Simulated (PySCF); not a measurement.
C2H11NSi3, SMILES N1([SiH3])C[SiH2][C@H]1[SiH3].

Geometry optimised at PBE0-D3(BJ)/def2-SVP. The structure was generated by enumeration; whether it is a known compound was not checked.

These are PBE0-D3(BJ)/def2-SVP (PySCF) values and carry that method's errors.

Frequencies are harmonic and unscaled.

| mode | ν (cm⁻¹) | IR (km/mol) | moving atoms (share of kinetic energy) |
|---|---|---|---|
| 1 | 25 | 0.0 | H 44 %, C 28 %, Si 26 % |
| 2 | 93 | 0.6 | H 74 %, N 14 %, Si 8 % |
| 3 | 111 | 1.2 | H 58 %, Si 16 %, C 14 %, N 13 % |
| 4 | 144 | 0.1 | Si 51 %, H 43 % |
| 5 | 157 | 0.3 | H 59 %, Si 23 %, N 12 % |
| 6 | 201 | 1.5 | Si 37 %, H 30 %, C 17 %, N 16 % |
| 7 | 253 | 3.9 | H 35 %, N 32 %, C 20 %, Si 14 % |
| 8 | 382 | 1.8 | Si 68 %, H 16 %, C 9 % |
| 9 | 479 | 9.6 | H 73 %, Si 24 % |
| 10 | 504 | 0.7 | H 61 %, Si 24 %, C 14 % |
| 11 | 562 | 1.6 | H 88 %, Si 9 % |
| 12 | 579 | 7.7 | H 60 %, Si 22 %, C 15 % |
| 13 | 678 | 23.3 | C 40 %, H 39 %, Si 18 % |
| 14 | 688 | 60.8 | H 81 %, Si 10 % |
| 15 | 701 | 30.9 | H 72 %, Si 14 %, C 12 % |
| 16 | 747 | 65.1 | H 47 %, C 36 %, Si 11 % |
| 17 | 770 | 52.9 | H 50 %, C 38 %, Si 10 % |
| 18 | 797 | 131.5 | H 66 %, Si 21 %, C 12 % |
| 19 | 839 | 24.9 | H 67 %, C 23 % |
| 20 | 874 | 1.5 | H 48 %, C 44 % |
| 21 | 907 | 78.9 | H 90 % |
| 22 | 918 | 221.1 | H 90 %, Si 9 % |
| 23 | 934 | 27.0 | H 96 % |
| 24 | 950 | 31.3 | H 97 % |
| 25 | 952 | 321.6 | H 95 % |
| 26 | 962 | 70.8 | H 96 % |
| 27 | 972 | 116.5 | H 91 %, Si 8 % |
| 28 | 1045 | 55.6 | H 56 %, C 37 % |
| 29 | 1115 | 103.3 | N 46 %, H 27 %, C 22 % |
| 30 | 1146 | 44.1 | N 54 %, C 38 % |
| 31 | 1160 | 10.5 | H 84 %, N 9 % |
| 32 | 1217 | 3.9 | H 63 %, C 20 %, N 17 % |
| 33 | 1252 | 10.2 | H 74 %, C 19 % |
| 34 | 1459 | 7.3 | H 92 % |
| 35 | 2173 | 172.5 | H 97 % |
| 36 | 2214 | 99.4 | H 97 % |
| 37 | 2226 | 51.2 | H 97 % |
| 38 | 2228 | 155.9 | H 97 % |
| 39 | 2231 | 78.8 | H 97 % |
| 40 | 2234 | 46.1 | H 97 % |
| 41 | 2239 | 165.4 | H 96 % |
| 42 | 2246 | 125.3 | H 96 % |
| 43 | 3000 | 26.0 | H 92 % |
| 44 | 3011 | 40.2 | H 94 % |
| 45 | 3094 | 14.0 | H 91 %, C 9 % |
